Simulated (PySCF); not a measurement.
SMILES FS(F)(F)(F)(F)F (F₆S), PBE/def2-SVP optimised geometry.

```
7

F      0.00     1.55     0.42
S      0.00     0.00     0.00
F      0.00    -0.42     1.55
F      1.61     0.00     0.00
F     -1.61     0.00     0.00
F      0.00     0.42    -1.55
F      0.00    -1.55    -0.42
```

Density from PBE/def2-TZVP (PySCF) at that geometry.

Minimum of the electron density along straight lines between bonded atoms, close to the bond critical point (lines longer than 1.1 times the sum of covalent radii, or with two minima, are not listed):

| bond | length / Å | ρ at the minimum / e bohr⁻³ | ∇²ρ there / e bohr⁻⁵ | position (fraction from the first atom) |
|---|---|---|---|---|
| F1–S2 | 1.609 | 0.216 | -0.16 | 0.59 |
| S2–F3 | 1.609 | 0.216 | -0.16 | 0.41 |
| S2–F4 | 1.609 | 0.216 | -0.16 | 0.41 |
| S2–F5 | 1.609 | 0.216 | -0.16 | 0.41 |
| S2–F6 | 1.609 | 0.216 | -0.16 | 0.41 |
| S2–F7 | 1.609 | 0.216 | -0.16 | 0.41 |
